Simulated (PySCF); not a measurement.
Chromium: a sound run and one with changed settings

Sound run: Cr [Ar] 3d5 4s1, Cr⁺ [Ar] 3d5. Computed with PySCF 2.14 in jorge-DZP-DKH (8s6p2d1f, 43 functions), with the spin-free X2C one-electron Hamiltonian (Gaussian nucleus). In the sound run the correlated levels freeze [Ar]. The sound run starts from symmetry-adapted Hartree-Fock orbitals and uses a fine grid where one is needed.

Changed run: no relativity, point nucleus. This setting is unsound on purpose.

| species | method | sound run (hartree) | changed run (hartree) | converged |
| --- | --- | --- | --- | --- |
| Cr | UHF | -1049.61055 | -1041.88928 | yes |
| Cr | MN15 | -1051.35683 | -1043.43409 | yes |
| Cr | PBE0 | -1050.52832 | -1042.78103 | yes |
| Cr | MP2 | -1049.66873 | -1041.94654 | yes |
| Cr⁺ | UHF | -1049.39206 | -1041.67510 | yes |
| Cr⁺ | MN15 | -1051.11829 | -1043.20067 | yes |
| Cr⁺ | PBE0 | -1050.27586 | -1042.53363 | yes |
| Cr⁺ | MP2 | -1049.43971 | -1041.72214 | yes |

Ionisation energy of Cr:

```json
{"method": "UHF", "sound run (eV)": "5.946", "changed run (eV)": "5.828"}
{"method": "MN15", "sound run (eV)": "6.491", "changed run (eV)": "6.352"}
{"method": "PBE0", "sound run (eV)": "6.870", "changed run (eV)": "6.732"}
{"method": "MP2", "sound run (eV)": "6.232", "changed run (eV)": "6.106"}
{"method": "SCS-MP2", "sound run (eV)": "6.041", "changed run (eV)": "5.921"}
```

Most of the change in total energy is the relativistic energy itself. On top of that the contraction fixes the core shape for the Hamiltonian it was made with, so the changed run is not a good calculation with the other Hamiltonian either.

For comparison, NIST gives 6.767 eV between the lowest levels.
